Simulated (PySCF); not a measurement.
C₈H₈N₂S. Atoms are numbered in the order given.

```xyz
19

C     -1.5447     1.8999    -0.0301
N     -1.7404     0.4651    -0.0835
C     -2.9643    -0.1465    -0.2031
C     -2.7813    -1.5181    -0.1907
C     -1.3884    -1.7488    -0.0612
C     -0.7557    -0.5081     0.0048
C      0.6622    -0.2439     0.1729
C      1.5643    -0.9987     0.8993
N      2.8734    -0.6099     0.8412
C      3.0206     0.4383     0.0894
S      1.5479     1.0351    -0.6360
H     -0.8581     2.1676     0.7857
H     -2.5130     2.3830     0.1559
H     -1.1332     2.2935    -0.9738
H     -3.8718     0.4475    -0.2869
H     -3.5650    -2.2677    -0.2748
H     -0.8768    -2.7084    -0.0407
H      1.2749    -1.8559     1.5089
H      3.9703     0.9474    -0.0896
```
Charge 0, spin multiplicity 1.

The structure is a stationary point at B3LYP-D3(BJ)/def2-SVP. This is a generated structure with no PubChem entry under its InChIKey; it may be hypothetical. Other conformers were not sampled.

Level of theory: TDA-PBE/def2-SVP (PySCF).

Vertical excitations. The molecule is in vacuum.

```tsv
state	energy (eV)	λ (nm)	f	main pairs
S1	3.86	321	0.247	HOMO→LUMO 81 %
S2	4.30	289	0.010	HOMO−1→LUMO 93 %
S3	4.54	273	0.004	HOMO−2→LUMO 91 %
S4	4.75	261	0.042	HOMO→LUMO+2 56 %, HOMO→LUMO+1 39 %
S5	5.21	238	0.183	HOMO→LUMO+1 36 %, HOMO→LUMO+2 33 %, HOMO−4→LUMO 9 %, HOMO→LUMO+3 8 %
S6	5.43	228	0.082	HOMO−3→LUMO 47 %, HOMO→LUMO+3 25 %
S7	5.61	221	0.006	HOMO−1→LUMO+1 58 %, HOMO−1→LUMO+2 31 %
S8	5.77	215	0.011	HOMO−1→LUMO+2 26 %, HOMO−2→LUMO+1 24 %, HOMO→LUMO+3 15 %, HOMO−4→LUMO 14 %
S9	5.84	212	0.002	HOMO−1→LUMO+2 34 %, HOMO→LUMO+4 27 %, HOMO−2→LUMO+1 14 %, HOMO−1→LUMO+1 11 %
S10	6.02	206	0.015	HOMO−2→LUMO+1 35 %, HOMO→LUMO+4 18 %, HOMO→LUMO+5 10 %, HOMO−3→LUMO 9 %
T1	2.86	434	0	HOMO→LUMO 97 %
T2	3.95	314	0	HOMO−1→LUMO 96 %
T3	4.09	303	0	HOMO→LUMO+1 43 %, HOMO−3→LUMO 27 %, HOMO−2→LUMO 21 %
T4	4.23	293	0	HOMO−2→LUMO 57 %, HOMO→LUMO+1 34 %
```
Triplets are in the Tamm–Dancoff approximation.
